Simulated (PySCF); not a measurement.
3,4-dimethylphosphinine, C7H9P.
Numbering: `[CH3:1][c:2]1[cH:3][cH:4][p:5][cH:6][c:7]1[CH3:8]` (hydrogens: H9, H10, H11 on C1; H12 on C3; H13 on C4; H14 on C6; H15, H16, H17 on C8)

A GFN2-xTB structure was refined with PBE0-D3(BJ)/def2-SVP geometry optimisation, gas phase in PySCF 2.14.0. Its GFN2-xTB values:

```
coordinate  GFN2-xTB
     C1–C2   1.469 Å
     C1–H9   1.098 Å
     C2–C3   1.376 Å
     C2–C7   1.392 Å
     C3–C4   1.409 Å
    C3–H12   1.098 Å
     C4–P5   1.749 Å
    C4–H13   1.026 Å
     P5–C6   1.734 Å
     C6–C7   1.370 Å
    C6–H14   1.092 Å
     C7–C8   1.494 Å
    C8–H15   1.087 Å
  C1–C2–C3    118.4°
  C1–C2–C7    120.6°
  C2–C3–C4    126.6°
  C2–C7–C6    123.0°
  C2–C7–C8    118.5°
  C3–C4–P5    122.1°
  C4–P5–C6    100.0°
  C6–C7–C8    118.5°
```

Problem. How do these coordinates change at the PBE0-D3(BJ)/def2-SVP level?

Solution. 
```
coordinate  PBE0-D3(BJ)/def2-SVP (Å or °)  change
    C4–H13                          1.096  +0.070
     C1–C2                          1.501  +0.032
     C6–C7                          1.395  +0.025
     C2–C3                          1.400  +0.024
     C2–C7                          1.414  +0.022
     C3–C4                          1.390  -0.019
     C4–P5                          1.733  -0.016
    C8–H15                          1.102  +0.015
     C7–C8                          1.504  +0.010
    C6–H14                          1.096  +0.004
     C1–H9                          1.102  +0.004
    C3–H12                          1.096  -0.002
     P5–C6                          1.735  +0.001
  C3–C4–P5                          124.9    +2.8
  C2–C3–C4                          125.2    -1.4
  C2–C7–C6                          121.7    -1.3
  C1–C2–C7                          119.7    -0.9
  C6–C7–C8                          119.2    +0.7
  C1–C2–C3                          119.0    +0.6
  C2–C7–C8                          119.1    +0.6
  C4–P5–C6                           99.6    -0.4
```

The energy falls by 19.0 kJ/mol over 7 energy and gradient evaluations, the largest force component goes from 0.0753 to 4.1e-04 Eh/bohr, and the atoms move by 0.028 Å rms after alignment. The bond that changes most is C4–H13 (aromatic CH carbon to aromatic hydrogen), which lengthens by 0.070 Å. Bonds longer at the end by more than 0.005 Å: 8 of 17; shorter: 2. Rotational constants go from 2975, 1530, 1023 to 2932, 1505, 1007 MHz.

The run used 161 basis functions and 49 SCF cycles in all.

PBE0-D3(BJ)/def2-SVP frequencies: not computed here.
